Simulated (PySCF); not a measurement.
F2Hg, SMILES [Hg]([F])[F].

Geometry: B3LYP-D3(BJ)/def2-TZVP. The def2 effective core potentials stand for the cores of Hg; spin–orbit coupling is left out.

Two levels are set side by side: PBE/def2-TZVPD (PySCF) and M06-2X/def2-TZVPD (PySCF). Same geometry, gas phase. Differences are taken from unrounded values.

| quantity | M06-2X |
|---|---|
| orbital gap (eV) | 10.76 |
| highest occupied level (eV) | -12.33 |
| lowest empty level (eV) | -1.57 |
| mean polarisability (bohr³) | 28.0 |

### Question
What does PBE give, and how far is it from M06-2X? (An estimate is asked for; the answer gives what the named calculation found.)

### Answer

```csv
quantity,PBE,PBE minus M06-2X
orbital gap (eV),4.73,-6.03
highest occupied level (eV),-8.42,3.91
lowest empty level (eV),-3.69,-2.12
mean polarisability (bohr³),31.7,3.7
```

Without exact exchange PBE keeps part of each electron's self-repulsion, which lifts occupied levels and narrows the gap. PBE's more diffuse valence density responds more strongly to a field. Differences between two approximate levels are no errors against the true value.

Rough cost on one machine, each run with all the roots and properties that it gave: M06-2X against PBE about 3 times.
